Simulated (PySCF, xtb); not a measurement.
N-methylsilyl-N-silylmethanamine (C2H11NSi2), SMILES C[SiH2]N(C)[SiH3].

GFN2-xTB run with xtb at its own geometry gives an orbital gap of 4.72 eV and a dipole moment of 0.84 D.

Geometry optimised at PBE0-D3(BJ)/def2-SVP. Other conformers were not sampled.

### Question
What does PBE/def2-TZVP (PySCF) give? (Estimate from the structure and the level; the computed values follow.)

### Answer
gap 5.10 eV (levels -5.60 and -0.50 eV), dipole 1.24 D.
